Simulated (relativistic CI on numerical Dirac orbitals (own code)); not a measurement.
**What each ingredient does to the levels of Pt XXXIII**

Base calculation: Dirac-Coulomb-Breit CI, separate exchange-only KLI orbitals for each configuration, model QED (radiative potential, 1s self-energy scaled to tabulated hydrogen-like ionisation energies), unscaled Slater integrals.

Configuration list (outside the closed core [Ar] 3d10): 4s2 4p6 4d10, 4s2 4p6 4d9 4f, 4s2 4p5 4d10 4f, 4s 4p6 4d10 4f, 4s2 4p6 4d9 5s, 4s2 4p6 4d9 5p, 4s2 4p6 4d9 5d, 4s2 4p5 4d10 5s, 4s2 4p6 4d9 5f, 4s2 4p5 4d10 5p, 4s2 4p6 4d9 5g, 4s2 4p6 4d9 6s, 4s2 4p6 4d9 6p, 4s2 4p5 4d10 5d, 4s 4p6 4d10 5s, 4s2 4p6 4d9 6d, 4s 4p6 4d10 5p, 4p6 4d10 4f2, 4p6 4d9 4f3, 4p5 4d10 4f3, 4p6 4d9 4f2 5s, 4p6 4d9 4f2 5p, 4p6 4d9 4f2 5d. Double excitations out of closed p, d and f shells are left out; levels of such configurations are missing from the list, as are those of other unlisted configurations, and high levels can miss mixing partners. These lack a partner that the ground configuration has and come out too high: 4s2 4p5 4d10 5s, 4s2 4p6 4d9 5f, 4s2 4p5 4d10 5p, 4s2 4p6 4d9 5g, 4s2 4p6 4d9 6s.

The lowest level and the first level of each name with at least 55 % of one term (blank where a level has no safe partner in the second run):

| Level | Base (eV) | Shift (eV) |
| --- | --- | --- |
| 4s2 4p6 4d10 1S_0 | 0.000 | 0.000 |
| 4s2 4p6 4d9 4f 3P°_0 | 209.805 | -0.169 |
| 4s2 4p6 4d9 4f 3P°_1 | 212.452 | -0.170 |
| 4s2 4p6 4d9 4f 3H°_5 | 217.474 | -0.169 |
| 4s2 4p6 4d9 4f 3H°_6 | 220.828 | -0.169 |
| 4s2 4p6 4d9 4f 3F°_3 | 220.880 | -0.169 |
| 4s2 4p6 4d9 4f 3F°_4 | 226.096 | -0.169 |
| 4s2 4p6 4d9 4f 3G°_5 | 228.046 | -0.169 |
| 4s2 4p6 4d9 4f 3D°_1 | 230.874 | -0.170 |
| 4s2 4p6 4d9 4f 3H°_4 | 238.600 | -0.170 |
| 4s2 4p6 4d9 4f 3G°_3 | 245.905 | -0.170 |
| 4s2 4p6 4d9 4f 1P°_1 | 286.067 | -0.197 |
| 4s2 4p5 4d10 4f 3D_1 | 432.026 | -0.223 |
| 4s2 4p6 4d9 5s 3D_3 | 434.036 | +0.168 |

At this charge energies of transitions that change n are usually good to better than 1 %, and those within a shell (Δn = 0) to a few per cent.

Problem. One thing was changed in a second run, which moved the levels as shown. Which?
A. QED terms removed
B. Breit term removed
C. one mean potential for all configurations
D. configuration mixing switched off

Solution. C. One mean potential for all configurations. One potential for all configurations removes the relaxation of the orbitals, which moves whole configurations and changes the integrals a little.

LS names give the leading component of a level, which can be under half, so a name can repeat, a term be missing and a line seem to break the LS rules.
